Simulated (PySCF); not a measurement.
Spin-rotation constants: (OH)2Al-S-SiH3

Geometry (Å), atoms numbered from 1 in this order:
```xyz
10

Al   -0.7539    0.4422    0.9893
O    -1.9410    0.7027    2.0952
O     0.6796    1.2547    0.9146
S    -1.0221   -1.1011   -0.5479
Si    0.8431   -0.9509   -1.6145
H    -2.7561    0.6229    2.5665
H     1.3322    1.8912    1.1674
H     0.6547   -1.9545   -2.6534
H     1.0055    0.3842   -2.1812
H     1.9580   -1.2914   -0.7359
```

Level of theory: GIAO KT3/def2-SVP magnetisability, rotational g tensor and spin-rotation constants, non-relativistic, gas phase in PySCF 2.14.0. Geometry: GFN2-xTB.

(1) Give the nuclear spin-rotation constants along the inertial axes (H = +C I·J) beside the isotropic shieldings.

## Answers

(1) Rotational constants 4.4282, 1.4733, 1.1199 GHz. A star marks the isotopologue with that one atom substituted, in its own axes.
```
atom  isotope  Caa (kHz)  Cbb (kHz)  Ccc (kHz)  mean (kHz)  σ (ppm)
 Al1     27Al      1.676      0.608      0.554       0.946    520.1
  H6       1H     -0.239     -0.066     -0.134      -0.146     29.5
  H7       1H     -0.515      0.012     -0.139      -0.214     30.2
  H8       1H      0.003     -0.063     -0.101      -0.054     27.3
  H9       1H     -0.384     -0.070      0.003      -0.150     27.2
 H10       1H     -0.385     -0.080      0.011      -0.151     27.3
  O2     17O*     -0.156     -0.135     -0.075      -0.122    317.6
  S4     33S*      0.284      0.122      0.103       0.170    881.2
 Si5    29Si*     -2.114     -0.735     -0.555      -1.135    465.7
```
For the geometry as given, no vibrational averaging.
